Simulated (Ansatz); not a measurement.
Basis-set series for CH₅FSiZn (`C[SiH2][Zn][F]`). The species carries charge 0 and has multiplicity 1. The structure was optimised at the PBE0-D4/def2-TZVP level. It is one conformer, not always the lowest.

```
functional       basis  functions  energy (Eh)  HOMO (eV)  LUMO (eV)
   PBE0-D4  def2-TZVPP        238  -2209.44972      -8.08      -0.97
   PBE0-D4  def2-QZVPP        434  -2209.51254      -8.05      -1.02
   ωB97M-V  def2-TZVPP        238  -2209.78847     -10.15       0.52
   ωB97M-V  def2-QZVPP        434  -2209.84906     -10.13       0.30
```

(1) Give the rows for def2-SVP. (Best estimate.)

Results:

(1) Computed: 
| functional | basis | functions | energy (Eh) | HOMO (eV) | LUMO (eV) |
| --- | --- | --- | --- | --- | --- |
| PBE0-D4 | def2-SVP | 102 | -2208.91446 | -7.89 | -0.29 |
| ωB97M-V | def2-SVP | 102 | -2209.24594 | -9.93 | 1.14 |

Positive LUMOs are unbound and depend on the basis. Scalar relativity is left out up to krypton.
